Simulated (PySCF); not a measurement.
# Dipole moment and polarisability of 1-chloro-4-methoxybutane

Compound: 1-chloro-4-methoxybutane, C5H11ClO.
Geometry (GFN2-xTB, Å), atoms numbered from 1 in this order:
```
atom  x, y, z in Å
C1     2.8641   -0.7892   -0.1729
O2     1.4875   -0.7142   -0.4264
C3     0.9976    0.6088   -0.4260
C4    -0.4985    0.5845   -0.7138
C5    -1.2681   -0.1398    0.3884
C6    -2.7550   -0.2187    0.0958
Cl7   -3.4989    1.4068    0.1084
H8     3.1124   -0.3675    0.8096
H9     3.4408   -0.2536   -0.9381
H10    3.1292   -1.8442   -0.1918
H11    1.1911    1.0793    0.5515
H12    1.5196    1.2007   -1.1948
H13   -0.8575    1.6102   -0.8064
H14   -0.6592    0.0712   -1.6631
H15   -0.8800   -1.1564    0.4742
H16   -1.1102    0.3680    1.3420
H17   -3.2800   -0.8012    0.8524
H18   -2.9436   -0.6384   -0.8922
```

Level: PBE0/def2-SVPD (PySCF), static field, nuclei fixed, core orbitals frozen in the response. The polarisability tensor in these axes (au):

```
x   97.31 -8.19 -1.24
y   -8.19 78.45 -0.99
z   -1.24 -0.99 70.05
```

Q: What are the eigenvalues, a third of the trace, and Δα (Δα² = ½Σ(αi − αj)² over the three pairs)?

A: Principal values 69.71, 75.72 and 100.40 au; mean 81.94 au = 12.14 Å³ = 13.51 × 10⁻⁴⁰ C²·m²/J; Δα = 28.17 au (34 % of the mean).

Q: What is the dipole moment, and where does it point?

A: (1.90, -0.87, 0.16) D, 2.10 D in size, pointing from the negative to the positive side. Measured along this direction, the outermost atoms are Cl7 at the negative end and H10 at the positive end.

Q: Form Σ f/ω² (atomic units) for the 6 lowest TDDFT singlets, given as eV and f, and set it beside the mean polarisability, which is this sum over all singlets: 7.05, 0.0295; 7.38, 0.0042; 7.47, 0.0061; 7.50, 0.0050; 7.77, 0.0024; 7.89, 0.0214.

A: They add up to 0.93 au, 1.1 % of the 81.94 au; the largest single term is 0.44 au, from the state at 7.05 eV. Terms in order: 0.44, 0.06, 0.08, 0.07, 0.03, 0.25 au. Higher excitations give the rest. The strengths listed sum to 0.069.

Q: Along which axes do the principal values lie, and how far do the nuclei extend along each?

A: Largest value along (0.94, -0.35, -0.03), where the nuclei span 7.35 Å; middle along (0.33, 0.91, -0.23), 3.90 Å; least along (0.11, 0.21, 0.97), 2.94 Å. The response follows the extents in order.

Q: Rayleigh depolarisation ratio (linearly polarised light, static tensor)?

A: ρ = 3Δα²/(45ᾱ² + 4Δα²) = 2380.8/(302135 + 3174.3) = 0.0078.

Q: Find the Langevin capture rate constant for H3O+ (19.018 u) meeting this molecule (122.050 u), k = 2.342 × 10⁻⁹ cm³/s × √(α in Å³ / reduced mass in u).

A: The reduced mass is 16.45 u, so k = 2.01 × 10⁻⁹ cm³/s. The formula leaves out the permanent dipole, which adds to the capture rate.

The structure is a single GFN2-xTB conformer in the gas phase; no vibrational or solvent corrections.
